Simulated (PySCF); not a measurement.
C₃H₆BFO, SMILES FCB1CCO1.

Geometry: PBE-D3(BJ)/def2-SVP. The structure was generated by enumeration, and PubChem lists no compound with its InChIKey, so it may never have been made. One conformer was computed; it need not be the lowest.

Level of theory: PBE-D3(BJ)/def2-SVP in PySCF.

Frequencies are harmonic and unscaled.

**Question.** Give all harmonic wavenumbers and intensities. (The exact figures need the calculation; the answer reports its results.)

**Answer.** 
```
mode  ν (cm⁻¹)  IR (km/mol)  moving atoms (share of kinetic energy)
----  --------  -----------  --------------------------------------
1           49          6.5          H 33 %, C 32 %, F 23 %, O 10 %
2          151          4.5          F 42 %, C 30 %, H 12 %, B 11 %
3          157          2.5          H 44 %, C 28 %, O 15 %, B 11 %
4          324          0.4                  H 52 %, B 36 %, O 11 %
5          410          0.0           F 36 %, O 29 %, C 21 %, B 9 %
6          577          6.8                  C 62 %, H 21 %, O 11 %
7          625          1.8                          H 74 %, C 24 %
8          783          2.4                          H 83 %, C 11 %
9          810          4.6                  C 46 %, O 29 %, H 19 %
10         931          9.2                  H 45 %, B 31 %, C 21 %
11         937         47.1                   C 59 %, O 32 %, H 8 %
12         948         17.4                  C 48 %, H 36 %, O 10 %
13        1036          8.0           C 49 %, H 30 %, F 12 %, B 9 %
14        1061         93.5                  C 45 %, H 27 %, F 25 %
15        1124          0.2                          H 68 %, C 28 %
16        1146          0.3                                  H 94 %
17        1151         62.5          B 41 %, H 28 %, C 18 %, O 12 %
18        1195          1.3                                  H 91 %
19        1223         76.7                  H 59 %, B 25 %, C 11 %
20        1299         27.5                  H 55 %, C 26 %, B 13 %
21        1352         24.2                          H 79 %, C 14 %
22        1378         56.9                                  H 85 %
23        1397         45.1                  H 50 %, B 28 %, C 16 %
24        1450         18.9                  H 73 %, B 12 %, C 11 %
25        2924         20.9                                  H 95 %
26        2965         19.8                           H 91 %, C 9 %
27        2982         54.1                                  H 95 %
28        3025          2.0                                  H 94 %
29        3046         18.4                          H 90 %, C 10 %
30        3086          3.8                          H 90 %, C 10 %
```
